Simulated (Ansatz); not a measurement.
Consider the formal exchange of groups at a C–S bond: `CCCCCCCCCCS` + CH₄ → `CCCCCCCCCCC` + H₂S.

Calculated with Ansatz (gas phase, PBE0-D4/def2-TZVP geometries, no zero-point term in ΔE). CCSD(T)/CBS is the MP2 limit (def2-TZVPP, def2-QZVPP) plus CCSD(T) − MP2 in def2-TZVPP, frozen cores. This one scheme is used for every species. Each species was taken in one conformer, which may not be the lowest.

```json
{"species": "`CCCCCCCCCCS`", "HF/def2-QZVPP energy (Eh)": "-789.21503"}
{"species": "CH₄", "HF/def2-QZVPP energy (Eh)": "-40.21664"}
{"species": "`CCCCCCCCCCC`", "HF/def2-QZVPP energy (Eh)": "-430.71257"}
{"species": "H₂S", "HF/def2-QZVPP energy (Eh)": "-398.71944"}
```

Problem. Work out ΔE.

Solution. ΔE = (-430.71257) + (-398.71944) − (-789.21503) − (-40.21664) = -0.00034 Eh = -0.2 kcal/mol. CCSD(T)/CBS gives -0.4 kcal/mol.

Largest T1 diagnostic among the species: 0.009.

At CCSD(T), def2-SVP lies −2.8 kcal/mol from the extrapolated value and def2-TZVPP −0.8 kcal/mol. From BLYP to BHLYP (50 % exact exchange), in def2-TZVPP and without D4, ΔE moves by −1.6 kcal/mol. Leaving LDA and LC-ωPBE aside and taking each functional with its dispersion term where it has one, the values, not all of them listed here, spread over 1.4 kcal/mol, from ωB97M-V to BLYP-D4. LDA lies −2.0 kcal/mol from PBE without D4.
